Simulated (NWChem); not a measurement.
Molecule: BNH2Cl2; SMILES NB(Cl)Cl

```xyz
6

B      0.0000     0.0000    -0.3475
Cl     1.5354     0.0000     0.5451
Cl    -1.5354     0.0000     0.5451
N      0.0000     0.0000    -1.7448
H     -0.8610     0.0000    -2.2911
H      0.8610     0.0000    -2.2911
```
Atoms are numbered in this order, from 1.

Structure relaxed at the PBE-D3(BJ)/def2-SVP level.

Symmetry labels are those of C2v in the frame above (b1 and b2, or b-type labels, depend on it).

**Question.** List the 4 lowest vertical singlet excitations from Hartree-Fock/6-31+G* (spherical d), CIS (NWChem).

**Answer.** 
| state | energy (eV) | oscillator strength | symmetry | leading excitation (squared amplitude) |
|---|---|---|---|---|
| S1 | 8.19 | 0.015 | b2 | HOMO → LUMO (0.78) |
| S2 | 9.23 | 0.062 | b1 | HOMO−1 → LUMO (0.57) |
| S3 | 9.29 | 0.000 | a2 | HOMO → LUMO+1 (0.48) |
| S4 | 9.34 | 0.211 | a1 | HOMO → LUMO+6 (0.83) |
